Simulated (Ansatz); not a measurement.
## Which is lower?

The two ends of one reaction step of BNH2BrCl, closed shell (PBE0-D4/def2-TZVP).

A:

```xyz
6
angstrom
B -1.0095 0.2092 -0.6846
Br 2.3940 0.5574 1.1998
N -0.5668 -0.7523 -0.0347
H 1.1523 0.0580 0.6623
Cl -1.5161 1.5709 -1.5331
H -0.4538 -1.6433 0.3901
```

B:

```xyz
6
angstrom
B 0.0414 0.5281 -0.1886
Br 1.5989 1.5312 0.3397
N -0.1158 -0.7751 0.2440
H 0.5578 -1.2333 0.8328
Cl -1.1680 1.2805 -1.2181
H -0.9143 -1.3314 -0.0099
```

Ansatz 0.2.0; basis: def2-TZVPP; cores frozen in the correlated methods. Filled d shells of the heavier atoms are correlated. The def2 sets are not built for correlating such inner shells, so the correlated values are less sure here. B3LYP uses VWN-RPA correlation.

Question: Which structure is lower at CCSD(T), and by how much? (Judge from chemistry; the value comes from the calculation.)

Answer: By the calculation: B, by 230.2 kJ/mol (electronic energy, against the other). By their contacts, A is a complex of BNHCl ([NH][B][Cl]) + HBr and B is BNH₂BrCl ([NH2][B]([Cl])[Br]).

All methods give the same order:

| method | E(B) − E(A) (kJ/mol) |
| --- | --- |
| SPW92 | -244.1 |
| PBE-D4 | -226.6 |
| BLYP-D4 | -206.0 |
| r2SCAN-D4 | -237.3 |
| B97M-V | -231.7 |
| PBE0-D4 | -243.1 |
| B3LYP-D4 | -221.5 |
| r2SCAN0-D4 | -248.3 |
| BHLYP-D4 | -240.1 |
| CAM-B3LYP-D4 | -228.6 |
| wB97X-V | -242.4 |
| wB97M-V | -235.8 |
| B2PLYP | -222.9 |
| PBE-QIDH | -249.0 |
| RPA on PBE | -225.0 |
| HF | -241.4 |
| MP2 | -233.5 |
| CCSD | -233.7 |
| CCSD(T) | -230.2 |

The T1 diagnostic stays at or below 0.010.

Labels in which every atom is bracketed show which atoms are joined, not bond orders.

For scale, one of the runs: CCSD(T)/def2-TZVPP, 180 basis functions, launched by `ansatz run in.yaml --threads 4 --pin off --events-out ev --progress --plain --max-ram 9574MiB`. Hardware: 4 CPU threads of an Arm Neoverse V1, shared host. Wall time 43 s; peak host memory 1.8 GiB.
